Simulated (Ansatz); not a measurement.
System: trifluoro(iodo)germane, sum formula GeIF3 (charge 0, singlet). SMILES: [F][Ge]([F])([F])[I]
Geometry: optimised at B3LYP-D3(BJ)/def2-TZVP (Ansatz, a quantum-chemistry and plane-wave program).

Computed values are from Ansatz. Valence correlation only, unless marked. UHF or UKS for open shells. Spin-orbit coupling is left out. Frozen are the shells of the preceding noble gas and the d and f shells that filled before the atom's block. Past Kr the def2 sets carry scalar-relativistic core potentials. Basis-set limits of correlation are two-point, X^-3; Hartree-Fock from the larger set.

- atomisation energy De = 1722.5 kJ/mol at CCSD(T)/CBS(def2-TZVPPD,def2-QZVPPD)
- vertical ionisation energy (to the doublet) = 11.45 eV at CCSD(T)/CBS(def2-TZVPPD,def2-QZVPPD)
- vertical electron affinity (to the doublet; negative means unbound) = 0.51 eV at CCSD(T)/CBS(def2-TZVPPD,def2-QZVPPD)
- vertical triplet-singlet gap = 5.03 eV at CCSD(T)/CBS(def2-TZVPPD,def2-QZVPPD)
- total energy = -2671.9170 Eh at CCSD(T)/CBS(def2-TZVPPD,def2-QZVPPD)
- dipole moment = 2.77 D at CCSD(T)/def2-SVPD
- T1 diagnostic = 0.013 at CCSD/def2-QZVPPD
